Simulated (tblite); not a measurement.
Q: What does the GFN2-xTB structure of `C=C[Si@H](Cl)[SiH2]OC` look like in three dimensions?

A: 
```
atom  x, y, z in Å
C1    -3.1951    0.7557    0.4983
C2    -2.0595    0.5711   -0.1590
Si3   -1.0462   -1.0237   -0.1720
Cl4   -2.0945   -2.4231    0.8773
Si5    1.0190   -0.8261    0.8184
O6     1.6791    0.2343   -0.2187
C7     2.9656    0.7700   -0.1901
H8    -3.7274    1.6951    0.4910
H9    -3.6467   -0.0372    1.0727
H10   -1.6483    1.4041   -0.7175
H11   -1.0697   -1.5137   -1.5612
H12    1.8349   -2.0511    0.8886
H13    1.0596   -0.2946    2.1928
H14    3.0654    1.4645   -1.0246
H15    3.1424    1.3030    0.7466
H16    3.7139   -0.0195   -0.2864
```

Any rigid rotation of these coordinates is as good. Atoms count from 1 in this order. O6 (silyl ether oxygen) is bent (angle 127.8°). Si3 (chlorine-bound silicon) is distorted tetrahedral (angles from 104.4° to 116.7°). Si5 (oxygen-bound silicon) is distorted tetrahedral (angles from 98.4° to 117.2°). Of the pairs four or more bonds apart, Cl4···H9 is among the closest relative to their van der Waals radii: 2.85 Å, 97 % of the sum of Bondi's values.

Bonds between heavy atoms (Å): C1=C2 1.325, C2–Si3 1.889, Si3–Cl4 2.039, Si3–Si5 2.299, Si5–O6 1.624, O6–C7 1.394.

The geometry is computed with GFN2-xTB (gas phase).

Point group: C1 (no symmetry element, even within 0.4 Å). Its GFN2-xTB frequencies are all real (lowest 27 cm⁻¹). One conformer, not necessarily the lowest (C1–C2–Si3–Cl4 4°, C2–Si3–Si5–O6 -65°, Si3–Si5–O6–C7 -179°).
